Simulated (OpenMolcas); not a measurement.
**Xe4+: effect of the level shift or regulariser**

* Program: OpenMolcas
* Basis: ANO-RCC-VTZP [7s6p4d2f1g]
* Scalar Hamiltonian: DKH2, point nucleus
* Active space: 4 electrons in 4 orbitals (5s 5p)
* State averaging: 2S+1 = 3 even, 6 roots; 2S+1 = 1 even, 12 roots; 2S+1 = 5 odd, 1 root; 2S+1 = 3 odd, 9 roots; 2S+1 = 1 odd, 8 roots
* Spin-orbit coupling: RASSI with atomic mean-field integrals over the reference wave functions, term energies averaged over their components

Methods on the same reference wave functions:
A. CASSCF
B. MS-CASPT2, IPEA 0.25 Eh, imaginary shift 0.1 Eh (closed shells correlated: 4d)
C. MS-CASPT2, IPEA 0.25 Eh, real shift 0.2 Eh (closed shells correlated: 4d)

Energies in cm⁻¹ above 5s² 5p² ³P₀, the measured ground level; measured values from Saloman, J. Phys. Chem. Ref. Data 33, 765 (2004).

| Level | A | B | C | Measured |
| --- | --- | --- | --- | --- |
| 5s² 5p² ³P₀ | 0.0 | 0.0 | 0.0 | 0.0 |
| 5s² 5p² ³P₁ | 7995 | 7960 | 7960 | 9292 |
| 5s² 5p² ³P₂ [71 %] | 13445 | 12610 | 12620 | 14127 |
| 5s² 5p² ¹D₂ [71 %] | 28371 | 25850 | 25870 | 28411 |
| 5s² 5p² ¹S₀ | 42307 | 43080 | 43100 | 44470 |
| 5s 5p³ ⁵S°₂ | 77329 | 89320 | 89280 | 92183 |
| 5s 5p³ ³D°₂ | 119756 | 111830 | 112700 | 116097 |
| 5s 5p³ ³D°₁ | 119961 | 111470 | 112350 | 115286 |
| 5s 5p³ ³D°₃ | 122888 | 114290 | 115220 | 119919 |
| 5s 5p³ ³P°₀ | 136105 | 131480 | 131940 | 133408 |
| 5s 5p³ ³P°₁ | 137462 | 132090 | 132580 | 134575 |
| 5s 5p³ ³P°₂ [71 %] | 139474 | 133340 | 133890 | 134703 |
| 5s 5p³ ¹D°₂ | 171824 | 148720 | 149480 | 145807 |
| 5s 5p³ ³S°₁ [71 %] | 172116 | 151890 | 152080 | 155518 |
| 5s 5p³ ¹P°₁ [72 %] | 188512 | 167510 | 167930 | 169673 |
| 5p⁴ ³P₂ [73 %] | 259650 | 240740 | 241200 |  |
| 5p⁴ ³P₁ | 269891 | 252870 | 253160 |  |
| 5p⁴ ³P₀ | 269984 | 251530 | 251850 |  |
| 5p⁴ ¹D₂ [73 %] | 280731 | 254250 | 255010 |  |
| 5p⁴ ¹S₀ | 309406 | 283250 | 283700 |  |

Deviations, from unrounded energies. A percentage is the sum of absolute deviations over the sum of measured energies, with the sign that they share, or ± where signs differ.

```tsv
Against measurement	Levels	A	B	C
mean absolute deviation (cm-1)	14	7300	2700	2400
fine structure of the ground term (%)	2	-8.4	-12.1	-12.1
other terms of the ground configuration (%)	2	-3.0	-5.4	-5.4
other configurations (%)	10	±7.4	±2.4	±2.1
```

C lies closest to measurement on these levels and A furthest from it. The largest miss of C in the table is 5s 5p³ ³D°₃, by -4700 cm-1. The ranking rests on the paired levels alone, and a cruder setting can come out closer through cancelling errors.

Between B and C the level of the table that moves most is 5s 5p³ ³D°₃, by 930 cm-1 (lowest in B, highest in C). Moves below CASPT2's spread within the term are not significant.

The mean deviations of B to C differ by less than CASPT2's widest spread within a term (2500 cm-1), so their order carries little weight.

From A to B the spin-free energies of the other terms of 5s² 5p² shown, above ³P, scale by factors of 0.74 to 1.03.

The lowest spin-free term lies below A's lowest term by 0.500 hartree in B, 0.499 hartree in C.

Term energies are means over components that CASPT2 splits; among the terms shown or strongly mixed into the levels shown the widest spread is 2500 cm-1 (5s 5p³ ¹D°, B). Over all roots computed the reference weight is 0.83 to 0.95 in B, 0.87 to 0.95 in C; the roots of lowest weight are the least certain, and an intruder state may touch them. Some levels mix across a computed gap that differs much from the measured one, so their mixing is not that of the real levels. Terms of s pⁿ other than that of highest spin mix with s² pⁿ⁻² d, which this space lacks; all of them can be thousands of cm-1 off, and some have no real level of that name. Measured partners are found by configuration, term and J. A level has none where our copy of the source lacks it or the pairing is in doubt (some pairs that miss far off the trend of their configuration count as doubtful), and it then counts in no deviation. Only configurations of the active space appear.

A share in square brackets marks a mixed level and gives the weight of the term that names it, the lowest over the columns. ° marks odd parity.
